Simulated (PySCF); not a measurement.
Method: TPSSh-D3(BJ)/def2-TZVP // CAM-B3LYP-D3(BJ)/def2-TZVP in PySCF 2.14.0. Gas-phase values, no solvent. Excitations are Tamm–Dancoff values on a coarser integration grid. The basis has no diffuse functions, so Rydberg states are missing or too high.

Reference species (SMILES): `[F][In]([F])[F]` (neutral, multiplicity 1).

```yaml
S1–T1 gap (TDA): 0.62 eV
T1 excitation (TDA): 5.16 eV
```

Changed species: `[F][InH][F]` (1 of 3 F replaced by H; the reference has 0 of 3 F replaced by H).

Predict the effect on the S1–T1 gap (TDA) and T1 excitation (TDA).

the S1–T1 gap (TDA) rises by 0.33 eV, to 0.95 eV; the T1 excitation (TDA) goes up by 0.38 eV, to 5.54 eV.
